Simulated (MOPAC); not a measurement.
Input file for MOPAC: PM3 on C2H8Se (a complex), monomers drawn apart or pushed together.

```
PM3 1SCF PRECISE CHARGE=0 THREADS=1
C2H8Se

C      0.48274902 1    -0.45229679 1     0.01903386 1
C     -0.47432861 1     0.71276605 1    -0.21509421 1
H      1.34259112 1    -0.14377591 1     0.61751932 1
H      0.86499419 1    -0.84923239 1    -0.92346482 1
H     -0.01280644 1    -1.27240232 1     0.54300507 1
H     -0.85535501 1     1.10884613 1     0.72792244 1
H     -1.33329469 1     0.40541294 1    -0.81471308 1
H      0.02019025 1     1.53199646 1    -0.74057904 1
Se    -0.01353970 1    -0.39652503 1     6.55892328 1
H      0.07152617 1    -0.57474340 1     8.01657326 1
H      0.97502047 1    -1.46064779 1     6.33446949 1
```

The log:

```
*******************************************************************************
 **                                                                           **
 **                              MOPAC v23.2.5                                **
 **                                                                           **
 *******************************************************************************
 ** MOPAC's Digital Object Identifier: https://doi.org/10.5281/zenodo.6511958 **
 **                                                                           **
 ** Please cite the open-source release paper for use of this MOPAC version:  **
 ** J. E. Moussa and J. J. P. Stewart (2026)                                  **
 ** MOPAC: An open-source semiempirical molecular orbital program             **
 ** J. Open Source Softw., 11(119), 8025, https://doi.org/10.21105/joss.08025 **
 *******************************************************************************

                              PM3 CALCULATION RESULTS

 *******************************************************************************
 *  PM3        - The PM3 Hamiltonian to be used
 *
 *
 *
 *                 CHARGE ON SYSTEM = 0
 *
 *
 *
 *  PRECISE    - TIGHTER CRITERIA TO BE USED
 *  1SCF       - DO 1 SCF AND THEN STOP
 *  THREADS=1  - MULTI-THREADING NOT USED
 *  T=         - A TIME OF 172800.0 SECONDS REQUESTED
 *  DUMP=N     - RESTART FILE WRITTEN EVERY 7200.0 SECONDS REQUESTED
 *******************************************************************************
PM3 1SCF PRECISE CHARGE=0 THREADS=1
 C2H8Se

   ATOM   CHEMICAL          X               Y               Z
  NUMBER   SYMBOL      (ANGSTROMS)     (ANGSTROMS)     (ANGSTROMS)

     1       C          0.48274902  *  -0.45229679  *   0.01903386  *
     2       C         -0.47432861  *   0.71276605  *  -0.21509421  *
     3       H          1.34259112  *  -0.14377591  *   0.61751932  *
     4       H          0.86499419  *  -0.84923239  *  -0.92346482  *
     5       H         -0.01280644  *  -1.27240232  *   0.54300507  *
     6       H         -0.85535501  *   1.10884613  *   0.72792244  *
     7       H         -1.33329469  *   0.40541294  *  -0.81471308  *
     8       H          0.02019025  *   1.53199646  *  -0.74057904  *
     9      Se         -0.01353970  *  -0.39652503  *   6.55892328  *
    10       H          0.07152617  *  -0.57474340  *   8.01657326  *
    11       H          0.97502047  *  -1.46064779  *   6.33446949  *



          CARTESIAN COORDINATES

    NO.       ATOM           X           Y           Z

     1         C          0.4827     -0.4523      0.0190
     2         C         -0.4743      0.7128     -0.2151
     3         H          1.3426     -0.1438      0.6175
     4         H          0.8650     -0.8492     -0.9235
     5         H         -0.0128     -1.2724      0.5430
     6         H         -0.8554      1.1088      0.7279
     7         H         -1.3333      0.4054     -0.8147
     8         H          0.0202      1.5320     -0.7406
     9        Se         -0.0135     -0.3965      6.5589
    10         H          0.0715     -0.5747      8.0166
    11         H          0.9750     -1.4606      6.3345

  H: (PM3): J. J. P. STEWART, J. COMP. CHEM. 10, 209 (1989).
  C: (PM3): J. J. P. STEWART, J. COMP. CHEM. 10, 209 (1989).
 Se: (PM3): J. J. P. STEWART, J. COMP. CHEM. 12, 320-341 (1991).

           Empirical Formula: C2 H8 Se  =    11 atoms



      MOLECULAR POINT GROUP   :   Cs


      RHF CALCULATION, NO. OF DOUBLY OCCUPIED LEVELS = 11


 -------------------------------------------------------------------------------
 PM3 1SCF PRECISE CHARGE=0 THREADS=1
 C2H8Se



     1SCF WAS SPECIFIED, SO BFGS WAS NOT USED
     SCF FIELD WAS ACHIEVED


                              PM3 CALCULATION
                                                       MOPAC v23.2.5 Linux




          FINAL HEAT OF FORMATION =          4.85295 KCAL/MOL =      20.30474 KJ/MOL


          COSMO AREA              =        143.06 SQUARE ANGSTROMS
          COSMO VOLUME            =        106.49 CUBIC ANGSTROMS

          IONIZATION POTENTIAL    =          9.765913 EV
          HOMO LUMO ENERGIES (EV) =         -9.766 -0.525
          NO. OF FILLED LEVELS    =         11
          MOLECULAR WEIGHT        =        111.0452         POINT GROUP:  Cs

          MOLECULAR DIMENSIONS (Angstroms)

            Atom       Atom       Distance
            H    10    H     8     9.00715
            H     6    H     4     2.86814
            H     3    H     7     2.00977


          SCF CALCULATIONS        =          1





   ATOM   CHEMICAL          X               Y               Z
  NUMBER   SYMBOL      (ANGSTROMS)     (ANGSTROMS)     (ANGSTROMS)

     1       C          0.48274902  *  -0.45229679  *   0.01903386  *
     2       C         -0.47432861  *   0.71276605  *  -0.21509421  *
     3       H          1.34259112  *  -0.14377591  *   0.61751932  *
     4       H          0.86499419  *  -0.84923239  *  -0.92346482  *
     5       H         -0.01280644  *  -1.27240232  *   0.54300507  *
     6       H         -0.85535501  *   1.10884613  *   0.72792244  *
     7       H         -1.33329469  *   0.40541294  *  -0.81471308  *
     8       H          0.02019025  *   1.53199646  *  -0.74057904  *
     9      Se         -0.01353970  *  -0.39652503  *   6.55892328  *
    10       H          0.07152617  *  -0.57474340  *   8.01657326  *
    11       H          0.97502047  *  -1.46064779  *   6.33446949  *

                             CARTESIAN COORDINATES

   1    C        0.482749020    -0.452296790     0.019033860
   2    C       -0.474328610     0.712766050    -0.215094210
   3    H        1.342591120    -0.143775910     0.617519320
   4    H        0.864994190    -0.849232390    -0.923464820
   5    H       -0.012806440    -1.272402320     0.543005070
   6    H       -0.855355010     1.108846130     0.727922440
   7    H       -1.333294690     0.405412940    -0.814713080
   8    H        0.020190250     1.531996460    -0.740579040
   9   Se       -0.013539700    -0.396525030     6.558923280
  10    H        0.071526170    -0.574743400     8.016573260
  11    H        0.975020470    -1.460647790     6.334469490


           Empirical Formula: C2 H8 Se  =    11 atoms



      MOLECULAR POINT GROUP   :   Cs


                  EIGENVALUES
 -34.16680 -23.06068 -20.20692 -15.13381 -15.11669 -14.43112 -13.62351 -12.02751
 -12.01563 -11.50179  -9.76591  -0.52469   0.14693   3.90785   4.13162   4.13484
   4.40078   4.85794   4.97372   4.97627


              NET ATOMIC CHARGES AND DIPOLE CONTRIBUTIONS

  ATOM NO.   TYPE          CHARGE      No. of ELECS.   s-Pop       p-Pop
    1          C          -0.105061        4.1051     1.13547     2.96959
    2          C          -0.105397        4.1054     1.13534     2.97006
    3          H           0.035064        0.9649     0.96494
    4          H           0.034198        0.9658     0.96580
    5          H           0.035148        0.9649     0.96485
    6          H           0.036362        0.9636     0.96364
    7          H           0.034876        0.9651     0.96512
    8          H           0.034810        0.9652     0.96519
    9         Se           0.038893        5.9611     1.87515     4.08596
   10          H          -0.019183        1.0192     1.01918
   11          H          -0.019710        1.0197     1.01971
 DIPOLE           X         Y         Z       TOTAL
 POINT-CHG.    -0.108     0.124    -0.103     0.194
 HYBRID         0.796    -0.920     0.906     1.517
 SUM            0.687    -0.796     0.803     1.324


          ATOMIC ORBITAL ELECTRON POPULATIONS

     Atom    s        px        py        pz
    1  C   1.13547   0.98678   0.97756   1.00525
    2  C   1.13534   0.98662   0.97713   1.00630
    3  H   0.96494
    4  H   0.96580
    5  H   0.96485
    6  H   0.96364
    7  H   0.96512
    8  H   0.96519
    9 Se   1.87515   1.56334   1.48332   1.03930
   10  H   1.01918
   11  H   1.01971

 **********************
 *                    *
 * JOB ENDED NORMALLY *
 *                    *
 **********************




 == MOPAC DONE ==
```

The run finished.

Cost: about 0.05 core-seconds (a rough figure).
